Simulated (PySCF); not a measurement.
Predicted microwave data (PBE0/pcSseg-1 in PySCF (dipole) on a GFN2-xTB geometry, gas phase) for one isomer of C6H8O2:

* Rotational constants: A = 3123, B = 1689, C = 1318 MHz
* Dipole components: |μa| = 1.43 D, |μb| = 0.63 D, |μc| = 0.24 D
* Inertial defect: -77.69 u·Å²
* κ: -0.59

Question: Which structure is it? (One computed conformer of each.)
A. `[CH2:1]=[CH:2]/[CH:3]=[CH:4]\[O:5][C:6]([CH3:7])=[O:8]` with C1–C2–C3–C4 180°, C3–C4–O5–C6 180°, C4–O5–C6–C7 180°
B. `[O:1]=[CH:2][CH2:3][C@@H:4]1[CH2:5][CH:6]=[CH:7][O:8]1` with O1–C2–C3–C4 -105°, C2–C3–C4–C5 55°
C. `[CH2:1]=[CH:2][C:3]1([CH:4]=[O:5])[CH2:6][O:7][CH2:8]1` with C1–C2–C3–C4 -87°, C2–C3–C4–O5 -106°
D. `[CH2:1]=[C:2]([CH3:3])[C:4](=[CH2:5])[C:6](=[O:7])[OH:8]` with C1–C2–C4–C5 56°, C2–C4–C6–O7 -166°, C4–C6–O8–H 178°
E. `[CH2:1]=[CH:2][C:3](=[CH2:4])[C:5](=[O:6])[O:7][CH3:8]` with C1–C2–C3–C4 165°, C2–C3–C5–O6 145°, C3–C5–O7–C8 -178°
F. `[CH3:1][O:2][C@@H:3]1[CH2:4][CH:5]=[CH:6][C:7]1=[O:8]` with C1–O2–C3–C4 -172°

Answer: D. It is C=C(C)C(=C)C(=O)O, an asymmetric top, point group C1. The candidates at the same level (rigid rotor, commonest isotopes):

```
           SMILES  A (MHz)  B (MHz)  C (MHz)  μa (D)  μb (D)  μc (D)  Δ (u·Å²)  point group                        rotor
C=C(C)C(=C)C(=O)O     3123     1689     1318    1.43    0.63    0.24    -77.69           C1               asymmetric top
CO[C@@H]1CC=CC1=O     3411     1952     1331    1.58    2.22    0.66    -27.48           C1               asymmetric top
  C=CC(=C)C(=O)OC     2916     1815     1217    0.25    1.45    0.94    -36.67           C1               asymmetric top
   C=CC1(C=O)COC1     2384     2191     1425    2.57    1.23    0.54    -87.90           C1               asymmetric top
  C=C/C=C\OC(C)=O     5980    925.7    805.6    0.66    1.68    0.00     -3.13           Cs  near-prolate asymmetric top
O=CC[C@@H]1CC=CO1     3450     1757     1599    1.54    1.22    0.54   -118.14           C1               asymmetric top
```

`C=C/C=C\OC(C)=O` has A 92 % too high; `CO[C@@H]1CC=CC1=O` has B 16 % too high; `O=CC[C@@H]1CC=CO1` has C 21 % too high; `C=CC(=C)C(=O)OC` has C 8 % too low; `C=CC1(C=O)COC1` has B 30 % too high. No structure here is proved a minimum.
